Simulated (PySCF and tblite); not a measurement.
C5H9Br, numbered as in [Br:1][CH:2]1[CH2:3][CH2:4][CH2:5][CH2:6]1. Free energies: PBE0-D3(BJ)/pcSseg-1 (IEF-PCM, chloroform) on GFN2-xTB structures plus GFN2-xTB thermal terms, symmetry and mirror images included. Conformers within 2.5 kcal/mol (GFN2-xTB free energy) were kept, 6 at most. GIAO shieldings: PBE0/pcSseg-1 (IEF-PCM, chloroform). Shifts are against TMS (¹H), TMS (¹³C) at the same level. (PySCF 2.14, tblite 0.8.)

The 5-ring runs over atoms 2–3–4–5–6.

Two conformers hold nearly all the population. I: 5-ring envelope (ring torsions 24, 0, -24, 39, -39°); δ(H2) = 4.80 ppm. II: 5-ring envelope (ring torsions -25, 0, 25, -41, 41°); δ(H2) = 4.01 ppm. The average over the ensemble at 298.15 K is 4.65 ppm.

(1) What populations and free-energy difference follow from a two-state model?

Spin–orbit effects of the heavy atoms on shieldings are missing.

Answers

(1) p(I) = (4.65 − 4.01)/(4.80 − 4.01) = 0.81, so K = p(II)/p(I) = 0.23 and G(II) − G(I) = −RT ln K = 0.86 kcal/mol. The weights computed directly are 81.7 % and 18.3 %.
